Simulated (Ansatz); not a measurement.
Reaction (isomerisation): `FC[SiH](F)S` → `F[SiH2]C(F)S`

Isolated molecules relaxed with PBE0-D4/def2-TZVP in Ansatz; ΔE leaves out vibrations. CCSD(T)/CBS adds triple-zeta CCSD(T) − MP2 to the extrapolated MP2 energy (def2 sets, frozen cores). DFT in def2-TZVPP. B3LYP here is the variant with VWN-RPA as its local correlation; programs differ in this. One conformer a species, not always the lowest.

`FC[SiH](F)S`:

Cartesian coordinates in Å:
```
F 1.596 -0.748 0.532
C 0.387 -1.058 -0.082
Si -0.797 0.407 0.019
F -1.390 0.454 1.502
S 0.229 2.183 -0.482
H -0.031 -1.941 0.414
H 0.588 -1.317 -1.127
H -1.936 0.248 -0.912
H 1.354 1.773 0.135
```

`F[SiH2]C(F)S`:

```xyz
9

F    -1.261   -0.896   -1.513
Si    0.159   -0.374   -1.004
C    -0.115    0.769    0.477
F     1.103    1.386    0.760
S    -0.794   -0.084    1.890
H     0.968   -1.532   -0.557
H     0.807    0.359   -2.114
H    -0.840    1.558    0.251
H    -0.026   -1.185    1.810
```

Is it downhill or uphill in electronic energy at CCSD(T)/CBS, and by how much? (An estimate is asked.)

The calculation gave: Uphill: ΔE = +1.11 eV.

What do these levels give: r2SCAN-D4, PBE0-D4, ωB97M-V, PBE, r2SCAN, B3LYP, HF/def2-TZVPP, MP2/def2-TZVPP, CCSD/def2-TZVPP, MP2/def2-QZVPP, HF/CBS(def2), CCSD/CBS(def2)? (An estimate is asked.)

Ansatz gave: r2SCAN-D4 1.12, PBE0-D4 1.12, ωB97M-V 1.11, PBE 1.07, r2SCAN 1.12, B3LYP 1.09, HF/def2-TZVPP 1.15, MP2/def2-TZVPP 1.12, CCSD/def2-TZVPP 1.12, MP2/def2-QZVPP 1.12, HF/CBS(def2) 1.15, CCSD/CBS(def2) 1.12 eV.

Largest T1 diagnostic among the species: 0.012.

From PBE to PBE0 (25 % exact exchange), in def2-TZVPP and without D4, ΔE moves by +0.05 eV. In def2-TZVPP, CCSD(T) changes the Hartree–Fock value by −0.06 eV (the triples alone add −0.02 eV) and MP2 by −0.03 eV.
